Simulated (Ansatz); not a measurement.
CH$_{4}$ISi, SMILES `C[SiH]I` radical, relaxed with UKS PBE-D4/def2-SVP in Ansatz 0.2.0 from a rough embedded geometry. The force threshold is 0.03 eV/Å; the program also tests the step.

Total charge 0; spin multiplicity 2. I takes the def2 core potential.

Start:

```xyz
7

C     0.081    0.797    0.107
Si    0.381   -0.852   -0.491
I    -1.787   -1.909   -0.895
H     1.091    1.314    0.309
H    -0.472    0.857    1.048
H    -0.448    1.465   -0.587
H     1.153   -1.673    0.509
```

How much energy does the relaxation release, and in how many steps? (An estimate is asked.)

The calculation gave: 0.18 eV, in 4 steps.

Which bonds change most? (Best estimate.)

Ansatz gave: C1–Si2 from 1.779 to 1.893 Å; C1–H4 from 1.153 to 1.110 Å; Si2–I3 from 2.445 to 2.477 Å; C1–H5 from 1.093 to 1.110 Å.

Give the relaxed structure. (Estimate.)

The calculation gave: 
```xyz
7

C     0.113    0.879    0.129
Si    0.379   -0.882   -0.509
I    -1.799   -1.987   -0.918
H     1.095    1.364    0.306
H    -0.451    0.862    1.086
H    -0.455    1.486   -0.604
H     1.118   -1.722    0.510
```
